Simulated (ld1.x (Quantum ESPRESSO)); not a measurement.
Configuration tests for oxygen (O) (TM)

O (Z = 8), norm-conserving Troullier–Martins (Kleinman–Bylander form), made with ld1.x (Quantum ESPRESSO) 7.5 (PBE, scalar-relativistic). Core [He], reference 2s2 2p4. Waves: 2s (bound): rc 0.85 bohr; 2p (bound): rc 1.45 bohr; 3d channel at 0.15 Ry: rc 1.35 bohr. Local part: all-electron potential smoothed inside 0.65 bohr (lloc = -1). Core correction: none.

Energies are relative to the spin-unpolarised reference configuration 2s2 2p4; without spin polarisation the order of configurations can differ from experiment. The frozen-core shift is the all-electron ΔE with the core orbitals held at their reference shape minus the fully relaxed ΔE.

```tsv
valence configuration	charge	ΔE all-electron (eV)	error AE − PS (meV)	frozen-core shift (meV)
2s2 2p2	+2	50.017	+146	+1.2
2s2 2p1	+3	103.886	+677	+6.3
2s0 2p6	0	29.937	+36	+1.6
2s1 2p4	+1	31.659	-32	+0.6
2s2 2p3.5	+0.5	6.286	+1.4	0.0
```

(1) What are ΔE and the potential's error for 2s2 2p3?

(2) What are ΔE and the potential's error for 2s2 2p0?

Levels in the configuration 2s2 2p3.5:

```csv
level,all-electron (eV),pseudo (eV)
2s,-31.392,-31.405
2p,-16.278,-16.268
```

Results:

(1) ΔE = 16.431 eV all-electron; the error (AE − PS) is +13 meV.

(2) ΔE = 180.791 eV all-electron; the error (AE − PS) is +2149 meV.
